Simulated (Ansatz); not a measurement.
Program: Ansatz. Geometries: PBE0-D4/def2-TZVP. ΔE: electronic, gas phase. CCSD(T)/CBS adds triple-zeta CCSD(T) − MP2 to the extrapolated MP2 energy (def2 sets, frozen cores). Functionals use def2-TZVPP. For Ge outer-core shells are correlated without core-valence functions, which leaves a few kJ/mol of doubt a bond. Scalar relativity is left out up to krypton. One conformer a species, not always the lowest.

`[SiH3][GeH2][SiH2][GeH2][SiH2][GeH3]` → `[GeH3][SiH2][SiH2][SiH2][GeH2][GeH3]`  (isomerisation)

| level | ΔE (kJ/mol) |
| --- | --- |
| PBE-D4 | 9.4 |
| revPBE-D4 | 8.5 |
| CAM-B3LYP-D4 | 13.6 |
| revPBE | 10.6 |
| r2SCAN0 | 12.8 |
| BHLYP | 15.1 |
| CAM-B3LYP | 14.3 |
| SCS-MP2/def2-QZVPP | 16.8 |

Question: What does CCSD(T)/CBS give? (An estimate is asked.)

Answer: The calculation gave: +15.6 kJ/mol. The listed levels differ from it by -6.2, -7.1, -2.0, -5.0, -2.8, -0.5, -1.3, 1.2 kJ/mol.

Largest T1 diagnostic among the species: 0.013.

At CCSD(T), def2-SVP lies −5.0 kJ/mol from the extrapolated value and def2-TZVPP −1.9 kJ/mol. Leaving LDA and LC-ωPBE aside and taking each functional with its dispersion term where it has one, the values, not all of them listed here, spread over 10.9 kJ/mol, from B97M-V to ωB97M-V.
